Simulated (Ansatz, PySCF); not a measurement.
Process, species as SMILES: CCC([O-])CC -> CCC[C@H](C)[O-]
Structures are relaxed separately at B3LYP-D3(BJ)/def2-TZVP in Ansatz (an electronic-structure program), one conformer each, not searched for the lowest.

Wanted: isomerisation energy (enthalpy at 298 K, with B3LYP-D3(BJ) rigid-rotor harmonic-oscillator terms from PySCF), in eV. Correlated levels leave the core frozen unless marked. Spin-orbit coupling is left out. No relativistic terms. Anions need diffuse functions: aug- sets have them; def2-D sets add few; the other sets have none. CBS(X,Y): correlation extrapolated as X^-3; Hartree-Fock from the larger set. The bracket is a focal-point correction in the basis named.

```tsv
level	program	isomerisation energy (eV)
BLYP-D4/def2-TZVPD	Ansatz + dftd4	?
r2SCAN-D3(BJ)/def2-TZVPD	Ansatz + dftd3	0.05
B2GP-PLYP-D3(BJ)/def2-TZVPD	Ansatz + dftd3	0.04
SCS-MP2/aug-cc-pVDZ	Ansatz	0.04
SCS-MP2/cc-pwCVTZ	Ansatz	0.08
RI-MP2/CBS(aug-cc-pVTZ,aug-cc-pVQZ)+[CCSD(T)-MP2]/aug-cc-pVTZ	Ansatz	0.05
```

### Question
Complete the blanks.

### Answer

- BLYP-D4/def2-TZVPD, isomerisation energy (eV): 0.03
